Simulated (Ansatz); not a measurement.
Born–Oppenheimer molecular dynamics of F₄H₄OSi (10 atoms, charge 0, multiplicity 1). It starts from a rough guess of a transition structure, not a stationary point.

Method: UKS PBE-D4/STO-3G (Ansatz 0.2.0).

```yaml
ensemble: NVE (velocity Verlet)
time_step: 0.5 fs
steps_asked: 150
starting_velocities_drawn_for: 600 K
seed: 535074
```

First frame:

```xyz
10
Properties=species:S:1:pos:R:3
Si -0.560 0.666 -1.054
H 0.258 -0.938 -0.552
F -0.482 0.281 -2.602
F 0.431 1.894 -1.016
F -2.112 0.867 -0.901
H 0.040 -0.129 1.516
F -0.503 0.779 0.942
H 0.581 -1.272 0.317
O 0.720 -1.202 1.584
H 1.627 -0.947 1.766
```

Question: How far do the bonds stretch over the last three quarters of this one trajectory? (Pairs bonded in most of those frames.)

Answer: 
```json
{"bond": "Si1–H2", "mean (Å)": "1.565", "spread (Å)": "0.086", "shortest": "1.42", "longest": "1.74"}
{"bond": "Si1–F3", "mean (Å)": "1.676", "spread (Å)": "0.049", "shortest": "1.60", "longest": "1.75"}
{"bond": "Si1–F4", "mean (Å)": "1.694", "spread (Å)": "0.071", "shortest": "1.59", "longest": "1.80"}
{"bond": "Si1–F5", "mean (Å)": "1.701", "spread (Å)": "0.086", "shortest": "1.55", "longest": "1.80"}
{"bond": "Si1–F7", "mean (Å)": "1.960", "spread (Å)": "0.034", "shortest": "1.91", "longest": "2.01"}
{"bond": "H6–F7", "mean (Å)": "1.086", "spread (Å)": "0.030", "shortest": "1.04", "longest": "1.15"}
{"bond": "H8–O9", "mean (Å)": "1.074", "spread (Å)": "0.043", "shortest": "1.02", "longest": "1.18"}
{"bond": "O9–H10", "mean (Å)": "1.045", "spread (Å)": "0.058", "shortest": "0.95", "longest": "1.13"}
```

Mean temperature of the second half: 789 K. The conserved energy stayed within 0.69 meV per atom of its start (net change -0.37 meV per atom), so the integration is sound. The kinetic energy rose, since the run started high on the potential surface and went downhill. It ends in pieces (F4H2Si + H2O), so much of that is their flight and rotation, not heat. A run of 0.075 ps of so small a system gives no equilibrium averages. The orbitals were unrestricted but ended closed-shell. Limits of this set-up: minimal basis.

The run took 9 min on 1 thread of Arm Neoverse V1, on a shared host, peak memory 0.12 GiB.
